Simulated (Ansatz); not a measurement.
Correlation energies of `[O][Si](F)(F)F` radical by basis set

| atom | x (Å) | y (Å) | z (Å) |
| --- | --- | --- | --- |
| O1 | -0.7719 | 0.5203 | -1.3430 |
| Si2 | 0.0086 | 0.0052 | 0.0162 |
| F3 | -0.7237 | 0.4731 | 1.3177 |
| F4 | 0.0158 | -1.5568 | -0.0699 |
| F5 | 1.4713 | 0.5581 | 0.0789 |

Total charge 0; spin multiplicity 2. The geometry is a stationary point of PBE0-D4/def2-TZVP. Frozen core, unrestricted reference, the Gaussian-basis code of Ansatz. CBS rows extrapolate triple and quadruple zeta; past MP2 they add the triple-zeta difference.

```csv
basis,HF (Eh),MP2 corr.,CCSD corr.,(T),CCSD(T) total
def2-SVP,-661.89357,-0.77441,?,-0.01167,?
def2-TZVPP,?,-1.03265,-1.04524,-0.02959,?
def2-QZVPP,-662.53867,-1.13266,–,–,–
CBS(def2),?,-1.20675,?,as TZ,?
```

(1) Fill in the withheld values. (Estimate.)

## Answers

(1) Ansatz gave: def2-SVP CCSD corr.: -0.79193; def2-SVP CCSD(T) total: -662.69717; def2-TZVPP HF (Eh): -662.51045; def2-TZVPP CCSD(T) total: -663.58528; CBS(def2) HF (Eh): -662.54255; CBS(def2) CCSD corr.: -1.21935; CBS(def2) CCSD(T) total: -663.79149.
